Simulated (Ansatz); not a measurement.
One change: `O[Si](O)(O)O` becomes `O[SiH](F)[Si](O)(O)O`.

Ansatz, PBE0-D4/def2-TZVP geometries, multiplicity 1. Each molecule was computed in one conformer, which needn't be the lowest.

| property | `O[Si](O)(O)O` |
| --- | --- |
| HOMO energy (PBE0/def2-TZVPP) / eV | -9.12 |
| size of the dipole moment (B3LYP/def2-TZVPP) / D | 0.00 |
| size of the dipole moment (ωB97M-V/def2-TZVPP) / D | 0.00 |
| HOMO energy (PBE/def2-TZVPP) / eV | -7.34 |
| LUMO energy (PBE/def2-TZVPP) / eV | -0.43 |
| HOMO energy (B3LYP/def2-TZVPP) / eV | -8.84 |

Task: What does the change do to each property? (Best estimate.)

Result: Computed: 
| property | `O[SiH](F)[Si](O)(O)O` | shift |
| --- | --- | --- |
| HOMO energy (PBE0/def2-TZVPP) / eV | -7.98 | 1.14 |
| size of the dipole moment (B3LYP/def2-TZVPP) / D | 1.45 | 1.45 |
| size of the dipole moment (ωB97M-V/def2-TZVPP) / D | 1.45 | 1.45 |
| HOMO energy (PBE/def2-TZVPP) / eV | -6.63 | 0.71 |
| LUMO energy (PBE/def2-TZVPP) / eV | -0.96 | -0.53 |
| HOMO energy (B3LYP/def2-TZVPP) / eV | -7.80 | 1.04 |

With PBE0 the HOMO rises by 1.14 eV and the LUMO falls by 0.58 eV, so the gap narrows by about 1.72 eV. PBE moves the HOMO by 0.71 eV and ωB97M-V by 1.49 eV.

B3LYP here is the variant with VWN-RPA as its local correlation; programs differ in this.
